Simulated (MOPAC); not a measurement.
MOPAC input (PM6):

```
PM6 1SCF CHARGE=-1 GEO-OK AUX(PRECISION=9) THREADS=1
HO2

O     0.72648472 1   -0.37165007 1    0.01184410 1
O    -0.57788575 1    0.41299156 1   -0.01217155 1
H    -1.18879170 1   -0.33073200 1    0.00261956 1
```

Problem. What heat of formation does the run end on, and which ionisation energy by Koopmans theorem?

Solution. -6.95 kcal/mol; 1.75 eV.
